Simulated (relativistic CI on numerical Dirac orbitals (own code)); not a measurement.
## F I: calculation against measurement

Computed by Dirac-Coulomb-Breit CI, separate exchange-only KLI orbitals for each configuration, QED by a radiative potential, valence Slater integrals scaled by 0.85, P86 correlation energy added to each configuration (own radial code, finite nucleus).

Configurations in the expansion (outside the closed core 1s2): 2s2 2p5, 2s2 2p4 3s, 2s2 2p4 3p, 2s 2p6, 2s2 2p4 4s, 2s2 2p4 3d, 2s2 2p4 4p, 2s2 2p4 4d, 2s2 2p4 4f. Levels of other configurations are missing.

| Configuration | Term (tabulated) | J | Measured (cm⁻¹) | Computed | Error | Purity (%) |
| --- | --- | --- | --- | --- | --- | --- |
| 2s2 2p5 | 2P° | 3/2 | 0.0 | 0 | 0 | 100 |
| 2s2 2p5 | 2P° | 1/2 | 404.1 | 391 | -13 | 100 |
| 2s2 2p4 3s | 4P | 5/2 | 102405.7 | 97844 | -4562 | 100 |
| 2s2 2p4 3s | 4P | 3/2 | 102680.4 | 98115 | -4565 | 100 |
| 2s2 2p4 3s | 4P | 1/2 | 102840.4 | 98275 | -4565 | 100 |
| 2s2 2p4 3s | 2P | 3/2 | 104731.0 | 100041 | -4690 | 99 |
| 2s2 2p4 3s | 2P | 1/2 | 105056.3 | 100363 | -4694 | 100 |
| 2s2 2p4 3p | 4P° | 5/2 | 115917.9 | 111099 | -4819 | 97 |
| 2s2 2p4 3p | 4P° | 3/2 | 116040.9 | 111219 | -4822 | 97 |
| 2s2 2p4 3p | 4P° | 1/2 | 116143.6 | 111325 | -4818 | 99 |
| 2s2 2p4 3p | 4D° | 7/2 | 116987.4 | 111759 | -5229 | 100 |
| 2s2 2p4 3p | 4D° | 5/2 | 117164.0 | 111934 | -5230 | 89 |
| 2s2 2p4 3p | 4D° | 3/2 | 117308.6 | 112080 | -5229 | 95 |
| 2s2 2p4 3p | 4D° | 1/2 | 117391.9 | 112162 | -5230 | 99 |
| 2s2 2p4 3p | 2D° | 5/2 | 117622.9 | 112332 | -5291 | 90 |
| 2s2 2p4 3p | 2D° | 3/2 | 117872.9 | 112577 | -5296 | 96 |
| 2s2 2p4 3p | 2P° | 3/2 | 118936.8 | 113964 | -4973 | 97 |
| 2s2 2p4 3p | 2P° | 1/2 | 119081.8 | 114092 | -4990 | 96 |

Measured levels from NIST Handbook of Basic Atomic Spectroscopic Data (Sansonetti and Martin, J. Phys. Chem. Ref. Data 34, 1559 (2005)); pairs were made by configuration, J and term (by order where the table uses no LS term), so strongly mixed levels may be paired wrongly.

Mean error by configuration (cm⁻¹): 2s2 2p5 -13; 2s2 2p4 3s -4615; 2s2 2p4 3p -5084. Over the excited levels the mean absolute error is 4648 cm⁻¹ (17 of the 19 excited levels that our extract of the source holds in range could be paired, and the others can miss by more), and the median relative error of those above 1,000 cm⁻¹ is 4.5 %.

Transition probabilities of persistent lines. The last column rescales the computed rate by the cube of measured over computed energy:

```csv
λ measured (Å),Lower,Upper,A tabulated (s⁻¹),A computed,A rescaled
951.87 vacuum,2s2 2p5 2P°_3/2,2s2 2p4 3s 2P_1/2,2.55e+08,2.06e+08,2.36e+08
954.83 vacuum,2s2 2p5 2P°_3/2,2s2 2p4 3s 2P_3/2,6.32e+08,5.09e+08,5.84e+08
955.55 vacuum,2s2 2p5 2P°_1/2,2s2 2p4 3s 2P_1/2,5.05e+08,4.03e+08,4.62e+08
958.52 vacuum,2s2 2p5 2P°_1/2,2s2 2p4 3s 2P_3/2,1.25e+08,9.80e+07,1.12e+08
6856.03 air,2s2 2p4 3s 4P_5/2,2s2 2p4 3p 4D°_7/2,4.94e+07,4.45e+07,5.12e+07
6902.48 air,2s2 2p4 3s 4P_3/2,2s2 2p4 3p 4D°_5/2,3.20e+07,3.36e+07,3.87e+07
7037.47 air,2s2 2p4 3s 2P_3/2,2s2 2p4 3p 2P°_3/2,3.00e+07,3.76e+07,3.99e+07
7398.69 air,2s2 2p4 3s 4P_5/2,2s2 2p4 3p 4P°_5/2,2.85e+07,3.28e+07,3.48e+07
7754.70 air,2s2 2p4 3s 2P_3/2,2s2 2p4 3p 2D°_5/2,3.82e+07,3.15e+07,3.64e+07
7800.21 air,2s2 2p4 3s 2P_1/2,2s2 2p4 3p 2D°_3/2,2.10e+07,2.48e+07,2.87e+07
```
